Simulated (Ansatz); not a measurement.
`C=C(Cl)O[SiH3]` → 2 C• + Cl• + 5 H• + O• + Si•  (atomization)

Gas-phase electronic energies from Ansatz, PBE0-D4/def2-TZVP geometries. CBS: MP2 limit from def2 TZ/QZ plus the TZ coupled-cluster correction, frozen cores. This one scheme is used for every species, atoms too. DFT in def2-TZVPP. No spin–orbit coupling; open shells (•) take unrestricted orbitals. Spin–orbit coupling would lower the free atoms: a little for C, Cl, O, Si. Each species was taken in one conformer, which may not be the lowest.

```
             level  ΔE (kJ/mol)
            PBE-D4       3749.8
         r2SCAN-D4       3688.6
CCSD(T)/def2-TZVPP       3569.3
     MP2/CBS(def2)       3748.1
```

Q: What does CCSD(T)/CBS give? (Estimate.)

A: Ansatz gave: +3671.7 kJ/mol. The listed levels differ from it by 78.1, 16.9, -102.4, 76.4 kJ/mol.

Largest T1 diagnostic among the species: 0.012.

From PBE to PBE0 (25 % exact exchange), in def2-TZVPP and without D4, ΔE moves by −71.7 kJ/mol: exact exchange takes away binding that semilocal exchange gives to molecules. The D4 term adds +37.7 kJ/mol with B3LYP and +19.7 kJ/mol with PBE0; it sums over pairs of atoms, weighted by their polarisabilities, and B3LYP, whose exchange is more repulsive, gets the larger term.

B3LYP here is the variant with VWN-RPA as its local correlation; programs differ in this.

For atomizations the MP2-based limit and the directly extrapolated one differ by several kJ/mol either way, and by 10 to 25 for some Ge, Se and Sn compounds, so smaller differences from it don't rank the levels.
